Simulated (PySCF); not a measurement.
## TeH₄ at several levels of theory

All levels use the PBE0 minimum (singlet; Te–H 1.729 Å (×4); H–Te–H 82.5° (×4), H–Te–H 137.7° (×2)), basis [Te def2-TZVP with ECP28, H def2-TZVP], scalar-relativistic core potentials, density fitting, no spin–orbit coupling, PySCF. For vertical energies the ionised species is a doublet (spins chosen at PBE0 and kept) and the electron-attached one a doublet. Atomisation goes to high-spin ground-configuration atoms, without zero-point energy. Open shells are unrestricted, also as the reference of the correlated levels. A dash marks a value that was not computed or is not defined at that level.

```tsv
level	atomisation (kJ/mol)	vertical IP (eV)	vertical EA (eV)	−ε(HOMO) (eV)	gap (eV)	dipole (D)
PBE0	797	8.82	-0.73	6.57	5.49	0.50
HF	464	8.16	-1.61	9.09	11.10	0.50
MP2	689	8.70	-0.94	–	–	–
PBE	819	8.73	-0.64	5.53	3.61	0.53
B3LYP	821	8.90	-0.62	6.46	5.07	0.59
r2SCAN	816	8.72	-0.66	5.76	4.08	0.51
TPSSh	864	8.84	-0.77	6.15	4.72	0.53
revPBE	?	?	?	?	?	?
HSE06	?	?	?	?	?	?
```

Task: Fill in the row of HSE06.

Result: atomisation (kJ/mol) 800, vertical IP (eV) 8.83, vertical EA (eV) -0.70, −ε(HOMO) (eV) 6.19, gap (eV) 4.72, dipole (D) 0.51.

Task: Fill in the row of revPBE.

Result: atomisation (kJ/mol) 795, vertical IP (eV) 8.75, vertical EA (eV) -0.71, −ε(HOMO) (eV) 5.54, gap (eV) 3.68, dipole (D) 0.54.

Spin contamination in at least one species weakens the values at: HF, MP2.

Without diffuse functions attachment energies tend to come out too low.
